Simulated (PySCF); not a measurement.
# Spinor energies of Ta(2+) (tantalum, charge +2)

Start: [Xe] 4f14 5d3; 5d3/2 filled at m_j = -1/2, +1/2, +3/2. Calculated with PySCF 2.14 in x2c-QZVPPall-2c: generalised Hartree-Fock with the X2C-1e Hamiltonian and a Gaussian nucleus; one run each with spin-orbit coupling (SO) switched off, then screened by Boettger's factors.

```json
{"spinor shell": "1s1/2", "electrons": "2", "ε, spin-free (eV)": "-67790.9", "ε, screened SO (eV)": "-67771.3", "weight of nominal j (screened SO)": "1.000", "rms radius, screened SO (bohr)": "0.0211"}
{"spinor shell": "2s1/2", "electrons": "2", "ε, spin-free (eV)": "-11799.6", "ε, screened SO (eV)": "-11793.3", "weight of nominal j (screened SO)": "1.000", "rms radius, screened SO (bohr)": "0.0853"}
{"spinor shell": "2p1/2", "electrons": "2", "ε, spin-free (eV)": "-10344.6", "ε, screened SO (eV)": "-11251.2", "weight of nominal j (screened SO)": "1.000", "rms radius, screened SO (bohr)": "0.0726"}
{"spinor shell": "2p3/2", "electrons": "4", "ε, spin-free (eV)": "-10344.6", "ε, screened SO (eV)": "-9975.0", "weight of nominal j (screened SO)": "1.000", "rms radius, screened SO (bohr)": "0.0799"}
{"spinor shell": "3s1/2", "electrons": "2", "ε, spin-free (eV)": "-2775.8", "ε, screened SO (eV)": "-2773.8", "weight of nominal j (screened SO)": "1.000", "rms radius, screened SO (bohr)": "0.218"}
{"spinor shell": "3p1/2", "electrons": "2", "ε, spin-free (eV)": "-2335.4", "ε, screened SO (eV)": "-2533.0", "weight of nominal j (screened SO)": "1.000", "rms radius, screened SO (bohr)": "0.210"}
{"spinor shell": "3p3/2", "electrons": "4", "ε, spin-free (eV)": "-2335.4", "ε, screened SO (eV)": "-2253.4", "weight of nominal j (screened SO)": "1.000", "rms radius, screened SO (bohr)": "0.225"}
{"spinor shell": "3d3/2", "electrons": "4", "ε, spin-free (eV)": "-1816.3", "ε, screened SO (eV)": "-1851.6", "weight of nominal j (screened SO)": "1.000", "rms radius, screened SO (bohr)": "0.199"}
{"spinor shell": "3d5/2", "electrons": "6", "ε, spin-free (eV)": "-1816.3", "ε, screened SO (eV)": "-1791.0", "weight of nominal j (screened SO)": "1.000", "rms radius, screened SO (bohr)": "0.203"}
{"spinor shell": "4s1/2", "electrons": "2", "ε, spin-free (eV)": "-609.58", "ε, screened SO (eV)": "-608.86", "weight of nominal j (screened SO)": "1.000", "rms radius, screened SO (bohr)": "0.488"}
{"spinor shell": "4p1/2", "electrons": "2", "ε, spin-free (eV)": "-462.47", "ε, screened SO (eV)": "-508.38", "weight of nominal j (screened SO)": "1.000", "rms radius, screened SO (bohr)": "0.497"}
{"spinor shell": "4p3/2", "electrons": "4", "ε, spin-free (eV)": "-462.47", "ε, screened SO (eV)": "-443.17", "weight of nominal j (screened SO)": "1.000", "rms radius, screened SO (bohr)": "0.530"}
{"spinor shell": "4d3/2", "electrons": "4", "ε, spin-free (eV)": "-270.49", "ε, screened SO (eV)": "-277.63", "weight of nominal j (screened SO)": "1.000", "rms radius, screened SO (bohr)": "0.557"}
{"spinor shell": "4d5/2", "electrons": "6", "ε, spin-free (eV)": "-270.49", "ε, screened SO (eV)": "-265.06", "weight of nominal j (screened SO)": "1.000", "rms radius, screened SO (bohr)": "0.569"}
{"spinor shell": "5s1/2", "electrons": "2", "ε, spin-free (eV)": "-102.11", "ε, screened SO (eV)": "-101.85", "weight of nominal j (screened SO)": "1.000", "rms radius, screened SO (bohr)": "1.19"}
{"spinor shell": "5p1/2", "electrons": "2", "ε, spin-free (eV)": "-63.492", "ε, screened SO (eV)": "-71.379", "weight of nominal j (screened SO)": "0.951", "rms radius, screened SO (bohr)": "1.33"}
{"spinor shell": "5p3/2", "electrons": "4", "ε, spin-free (eV)": "-63.492", "ε, screened SO (eV)": "-59.904", "weight of nominal j (screened SO)": "0.974", "rms radius, screened SO (bohr)": "1.41"}
{"spinor shell": "4f5/2", "electrons": "6", "ε, spin-free (eV)": "-55.657", "ε, screened SO (eV)": "-56.598", "weight of nominal j (screened SO)": "0.995", "rms radius, screened SO (bohr)": "0.702"}
{"spinor shell": "5d3/2", "electrons": "3", "ε, spin-free (eV)": "-24.109", "ε, screened SO (eV)": "-24.156", "weight of nominal j (screened SO)": "0.716", "rms radius, screened SO (bohr)": "2.10"}
```

**Question.** Where does 4f7/2 lie, and what is the 4f spin-orbit splitting (screened SO)?

**Answer.** At -54.291 eV, 2.307 eV above 4f5/2.

```csv
quantity,spin-free,screened SO
E (hartree),-15592.39803,-15609.83748
M_J,3/2,3/2
⟨J²⟩,6.762,5.919
⟨L²⟩,12.007,11.906
⟨S²⟩,3.754,3.750
```

The determinant has a definite M_J but mixes levels of different J.

Each row is a mean over spinors that exchange with the open shell spreads, by up to 2.710 eV (5s1/2).

Rows whose weight is well below 1 are mixtures of j = l ± 1/2: exchange outweighs spin-orbit coupling there, and the label is only the starting occupation.

Breit and QED terms are absent; they matter most for the inner s and p1/2 levels.

Densities and radii are taken from the X2C orbitals without a picture-change correction, which distorts them close to the nucleus.

Without spin-orbit coupling the j labels of p, d and f shells carry no meaning; the spin-free column gives the mean over the occupied spinors of each nl shell, and its ⟨J²⟩ belongs to a mixture of degenerate components.
